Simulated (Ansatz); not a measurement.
Calculation: frozen-core CCSD(T)/cc-pVTZ // PBE-D3(BJ)/def2-SVP (Ansatz, a quantum-chemistry and plane-wave program). The restricted HF reference is unstable towards unrestricted orbitals.

Ansatz 0.2 input:
```yaml
crystal:
  periodic: [false, false, false]
  atoms:
    - { symbol: Cl, position_ang: [-0.389053, 3.012506, 0.152577] }
    - { symbol: C, position_ang: [-0.628909, 1.284496, 0.073973] }
    - { symbol: C, position_ang: [-1.922327, 0.75846, 0.073546] }
    - { symbol: C, position_ang: [-2.117609, -0.639387, 0.009985] }
    - { symbol: C, position_ang: [-1.034868, -1.521541, -0.05335] }
    - { symbol: C, position_ang: [0.262247, -0.97846, -0.052174] }
    - { symbol: S, position_ang: [1.774577, -1.86087, -0.123794] }
    - { symbol: C, position_ang: [2.690902, -0.376196, -0.069936] }
    - { symbol: C, position_ang: [1.903482, 0.746194, -0.000717] }
    - { symbol: C, position_ang: [0.500453, 0.430244, 0.011084] }
    - { symbol: H, position_ang: [-2.780583, 1.442545, 0.12302] }
    - { symbol: H, position_ang: [-3.143684, -1.036233, 0.010631] }
    - { symbol: H, position_ang: [-1.192821, -2.608333, -0.10265] }
    - { symbol: H, position_ang: [3.786796, -0.425249, -0.093402] }
    - { symbol: H, position_ang: [2.291396, 1.771825, 0.041208] }
basis:
  gaussian: { orbitals: cc-pVTZ }
correlation:
  method: ccsd_t
```

Output:

```
Functional definition: HF
2215 factors; integrals over basis functions are off by at most 1.3e-3 eV
mean field evaluation 1: about -31641.0618 eV, gradient 4.1e1 eV
mean field evaluation 2: about -31641.8003 eV, gradient 4.1e1 eV
mean field evaluation 4: about -31647.0174 eV, gradient 6.3e0 eV
mean field evaluation 8: about -31647.1694 eV, gradient 6.3e-1 eV
mean field evaluation 16: about -31647.1729 eV, gradient 1.9e-6 eV
mean field -31647.17287378 eV, -1163.0121518871 hartree, gradient 1.9e-6 eV, S^2 0.000000; 0 other end points of the search recorded, 0 dependent functions left out; unrestricted orbitals would lower it
18 core orbitals not correlated
reference -31647.17287378 eV, -1163.0121518871 hartree; 25, 25 occupied and 335, 335 virtual orbitals, 2215 factors
second order -44.01842980 eV of doubles, -0.00000000 eV of singles
cycle   1  -43.27269929 eV  change    7.5e-1 eV  update   1.7e-1
cycle   2  -44.54576267 eV  change    -1.3e0 eV  update   5.7e-2
cycle   3  -44.81631435 eV  change   -2.7e-1 eV  update   2.3e-2
cycle   4  -44.80554084 eV  change    1.1e-2 eV  update   7.0e-3
cycle   5  -44.80351069 eV  change    2.0e-3 eV  update   3.7e-3
cycle   6  -44.80601413 eV  change   -2.5e-3 eV  update   1.3e-3
cycle   7  -44.80554675 eV  change    4.7e-4 eV  update   6.8e-4
cycle   8  -44.80520613 eV  change    3.4e-4 eV  update   3.2e-4
cycle   9  -44.80526756 eV  change   -6.1e-5 eV  update   1.4e-4
cycle  10  -44.80529375 eV  change   -2.6e-5 eV  update   5.2e-5
perturbative correction -2.61065782 eV, -0.0959399053 hartree
Total energy: -31694.58882534 eV, -1164.7546559675 hartree
```

Cost: about 13 core-minutes (a rough figure).
